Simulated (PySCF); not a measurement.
C(3+) (carbon, charge +3) across methods

[He] 2s1, 2S determinant. Calculation: PySCF 2.14, in x2c-QZVPPall; the spin-free X2C one-electron Hamiltonian (Gaussian nucleus).

```json
{"method": "wB97X-V", "E (hartree)": "-34.8101", "mean ε 1s α (eV)": "-342.27", "mean ε 1s β (eV)": "-341.23", "mean ε 2s α (eV)": "-62.013", "Σ⟨r²⟩ (bohr²)": "2.099", "⟨S²⟩": "0.750"}
{"method": "LDA", "E (hartree)": "-34.4190", "mean ε 1s α (eV)": "-329.43", "mean ε 1s β (eV)": "-328.33", "mean ε 2s α (eV)": "-57.279", "Σ⟨r²⟩ (bohr²)": "2.106", "⟨S²⟩": "0.750"}
{"method": "PBE0", "E (hartree)": "-34.7575", "mean ε 1s α (eV)": "-341.32", "mean ε 1s β (eV)": "-339.93", "mean ε 2s α (eV)": "-59.494", "Σ⟨r²⟩ (bohr²)": "2.092", "⟨S²⟩": "0.750"}
{"method": "UHF", "E (hartree)": "-34.74063", "mean ε 1s α (eV)": "-368.12", "mean ε 1s β (eV)": "-365.75", "mean ε 2s α (eV)": "-64.385", "Σ⟨r²⟩ (bohr²)": "2.105", "⟨S²⟩": "0.750"}
{"method": "revPBE", "E (hartree)": "-34.7972", "mean ε 1s α (eV)": "-332.34", "mean ε 1s β (eV)": "-331.35", "mean ε 2s α (eV)": "-57.754", "Σ⟨r²⟩ (bohr²)": "2.089", "⟨S²⟩": "0.750"}
{"method": "HSE06", "E (hartree)": "-34.7615", "mean ε 1s α (eV)": "-340.93", "mean ε 1s β (eV)": "-339.54", "mean ε 2s α (eV)": "-59.069", "Σ⟨r²⟩ (bohr²)": "2.092", "⟨S²⟩": "0.750"}
{"method": "BHandHLYP", "E (hartree)": "-34.8047", "mean ε 1s α (eV)": "-350.93", "mean ε 1s β (eV)": "-349.32", "mean ε 2s α (eV)": "-61.145", "Σ⟨r²⟩ (bohr²)": "2.085", "⟨S²⟩": "0.750"}
{"method": "r2SCAN", "E (hartree)": "-34.7884", "mean ε 1s α (eV)": "-335.93", "mean ε 1s β (eV)": "-335.01", "mean ε 2s α (eV)": "-58.024", "Σ⟨r²⟩ (bohr²)": "2.097", "⟨S²⟩": "0.750"}
```

**Question.** Estimate the same row for PBE.

**Answer.** E (hartree) = -34.7449; mean ε 1s α (eV) = -332.15; mean ε 1s β (eV) = -331.05; mean ε 2s α (eV) = -57.711; Σ⟨r²⟩ (bohr²) = 2.090; ⟨S²⟩ = 0.750.
